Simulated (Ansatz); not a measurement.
This geometry of H2S + H7N3OZr (15 atoms, charge 0, multiplicity 1) is a first-order saddle point.

Computed with RHF/def2-SVP (Ansatz 0.2.0).

```xyz
15
Properties=species:S:1:pos:R:3
Zr 0.026 -0.265 -0.079
O -0.191 -0.309 2.039
H -0.446 0.230 2.772
N 1.954 0.071 -0.699
H 2.707 -0.592 -0.628
H 2.274 0.857 -1.238
N -0.883 1.502 -0.570
H -1.861 1.624 -0.775
H -0.439 2.401 -0.654
N -1.138 -1.622 -1.100
H -0.993 -2.616 -1.146
H -1.843 -1.379 -1.775
S 1.173 -2.614 1.446
H 0.130 -3.446 1.375
H 0.410 -1.397 2.143
```

Question: Which two structures does it join? (They come from a converged band through this point; their orientation in space is the band's.)

Answer: Bonds broken: S13–H15. Bonds formed: Zr1–S13, O2–H15. H2S + H7N3OZr becomes H9N3OSZr.

First end point:

```xyz
15
Properties=species:S:1:pos:R:3
Zr -0.215 0.105 -0.089
O -0.349 -0.062 1.857
H -0.495 0.109 2.769
N 1.740 0.052 -0.727
H 2.434 -0.590 -0.380
H 2.179 0.666 -1.391
N -1.027 1.881 -0.748
H -1.738 1.983 -1.451
H -0.817 2.796 -0.386
N -1.266 -1.429 -0.984
H -2.131 -1.823 -0.654
H -0.977 -1.949 -1.795
S 1.772 -3.211 1.768
H 0.810 -3.811 1.064
H 0.959 -2.271 2.257
```

Last end point:

```xyz
15
Properties=species:S:1:pos:R:3
Zr -0.074 -0.632 -0.072
O 0.729 0.429 2.032
H 0.532 0.012 2.861
N 1.853 -0.231 -0.704
H 2.583 -0.919 -0.777
H 2.188 0.625 -1.112
N -1.260 1.045 -0.022
H -1.958 1.287 -0.702
H -1.262 1.733 0.710
N -0.888 -1.640 -1.661
H -1.824 -2.006 -1.712
H -0.417 -1.869 -2.519
S -0.246 -2.450 1.757
H -0.749 -3.466 1.053
H 1.671 0.525 1.980
```

Question: How far does it lie above each of them?

Answer: 81.5 kJ/mol above the first and 91.8 kJ/mol above the second. This is the barrier of this one path; another mechanism may lie lower. The orbitals stay closed-shell, which can raise the energy where a bond breaks towards radicals; this wasn't checked here.

Time of the run: 3.7 min on 4 threads of Arm Neoverse V2, with other jobs on the host, peak memory 0.44 GiB.
